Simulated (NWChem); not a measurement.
System: GeSiH4Cl2; SMILES [Cl][GeH2][SiH2]Cl

Here is an NWChem input.

```
start job
memory heap 200 mb stack 900 mb global 1100 mb
geometry units angstroms noautosym nocenter noautoz
  Cl     0.500308    -2.545559    -0.454963
  Si    -0.761039    -1.273536     0.603741
  Ge    -0.621019     0.965669    -0.264787
  Cl     1.313618     1.822385     0.328294
  H     -0.367624    -1.299454     2.032796
  H     -2.151520    -1.775692     0.453456
  H     -0.669033     1.034516    -1.806163
  H     -1.698373     1.893128     0.345378
end
basis spherical
  * library pcsseg-1
end
dft
  xc slater vwn_5
  iterations 150
end
property
  shielding
end
task dft property
```

Parts of the log:

```
             Northwest Computational Chemistry Package (NWChem) 7.3.0
             --------------------------------------------------------

                             Geometry "geometry" -> ""
                             -------------------------

 Output coordinates in angstroms (scale by  1.889725989 to convert to a.u.)

  No.       Tag          Charge          X              Y              Z
 ---- ---------------- ---------- -------------- -------------- --------------
    1 Cl                  17.0000     0.50030800    -2.54555900    -0.45496300
    2 Si                  14.0000    -0.76103900    -1.27353600     0.60374100
    3 Ge                  32.0000    -0.62101900     0.96566900    -0.26478700
    4 Cl                  17.0000     1.31361800     1.82238500     0.32829400
    5 H                    1.0000    -0.36762400    -1.29945400     2.03279600
    6 H                    1.0000    -2.15152000    -1.77569200     0.45345600
    7 H                    1.0000    -0.66903300     1.03451600    -1.80616300
    8 H                    1.0000    -1.69837300     1.89312800     0.34537800

 Effective nuclear repulsion energy (a.u.)     503.7511797679

                              NWChem Property Module
                              ----------------------

  itol2e modified to match energy
  convergence criterion.

                                 NWChem DFT Module
                                 -----------------

 Summary of "ao basis" -> "ao basis" (spherical)
 ------------------------------------------------------------------------------
       Tag                 Description            Shells   Functions and Types
 ---------------- ------------------------------  ------  ---------------------
 Cl                         pcsseg-1                10       24   4s5p1d
 Si                         pcsseg-1                10       24   4s5p1d
 Ge                         pcsseg-1                15       41   5s7p3d
 H                          pcsseg-1                 3        5   2s1p

  itol2e modified to match energy
  convergence criterion.

[...]

          -----------------------------------------
          Chemical Shielding Tensors (GIAO, in ppm)
          -----------------------------------------

                                NWChem CPHF Module
                                ------------------

  scftype          =     RHF
  nclosed          =       42
  nopen            =        0
  variables        =     3822
  # of vectors     =        3
  tolerance        = 0.10D-03
  level shift      = 0.00D+00
  max iterations   =       50
  max subspace     =       30

 SCF residual:    9.1741113044769700E-005

Iterative solution of linear equations
  No. of variables     3822
  No. of equations        3
  Maximum subspace       30
        Iterations       50
       Convergence  1.0D-04

   iter   nsub   residual    time
   ----  ------  --------  ---------
     1      3    3.08D-05     183.4

      Atom:    1  Cl
        Diamagnetic
   1146.9463     -3.6695     -2.5041
     -3.6695   1151.2132      2.7784
     -2.5041      2.7784   1145.6931

        Paramagnetic
   -163.8043     10.8191     26.8112
     10.8191   -110.4961    -15.1909
     26.8112    -15.1909   -131.1945

        Total Shielding Tensor
    983.1419      7.1496     24.3072
      7.1496   1040.7171    -12.4125
     24.3072    -12.4125   1014.4986

           isotropic =    1012.7859
          anisotropy =      49.4971

          Principal Components and Axis System
                 1           2           3
             1045.7840   1024.7525    967.8211

      1        -0.0521      0.5152      0.8555
      2         0.9137      0.3703     -0.1673
      3        -0.4030      0.7730     -0.4900

      Atom:    2  Si
        Diamagnetic
    878.0997     -2.3629     -3.5802
     -2.3629    886.4483      0.3092
     -3.5802      0.3092    877.0586

        Paramagnetic
   -573.4537    -40.9845    -46.9304
    -40.9845   -538.5709     22.1272
    -46.9304     22.1272   -563.3573

        Total Shielding Tensor
    304.6459    -43.3474    -50.5106
    -43.3474    347.8774     22.4364
    -50.5106     22.4364    313.7013

           isotropic =     322.0749
          anisotropy =     118.3280

          Principal Components and Axis System
                 1           2           3
              400.9602    310.6743    254.5901

      1        -0.5589     -0.2778      0.7813
      2         0.6655     -0.7124      0.2228
      3         0.4947      0.6445      0.5830

      Atom:    3  Ge
        Diamagnetic
   2760.1508      2.7892      2.1130
      2.7892   2760.3942     -0.4258
      2.1130     -0.4258   2753.4579

        Paramagnetic
  -1329.7873    130.5240    109.1198
    130.5240  -1510.2475      3.0152
    109.1198      3.0152  -1577.2884

        Total Shielding Tensor
   1430.3635    133.3132    111.2328
    133.3132   1250.1467      2.5894
    111.2328      2.5894   1176.1694

           isotropic =    1285.5599
          anisotropy =     366.2319

          Principal Components and Axis System
                 1           2           3
             1529.7145   1213.8560   1113.1091

      1         0.8666     -0.2078     -0.4536
      2         0.4158      0.8033      0.4265
      3         0.2757     -0.5582      0.7826

      Atom:    4  Cl
        Diamagnetic
   1152.8288      5.1002      2.8814
      5.1002   1147.0779      1.4024
      2.8814      1.4024   1143.6455

        Paramagnetic
   -166.9456     25.2910     -6.4551
     25.2910   -132.3731      0.4824
     -6.4551      0.4824   -126.8028

[...]
```

Level: LDA (Slater exchange, VWN5)/pcSseg-1, GIAO. All runs use the structure optimised with B3LYP/6-31G* (spherical d). The printed shielding anisotropy is the first printed principal value minus the mean of the other two.
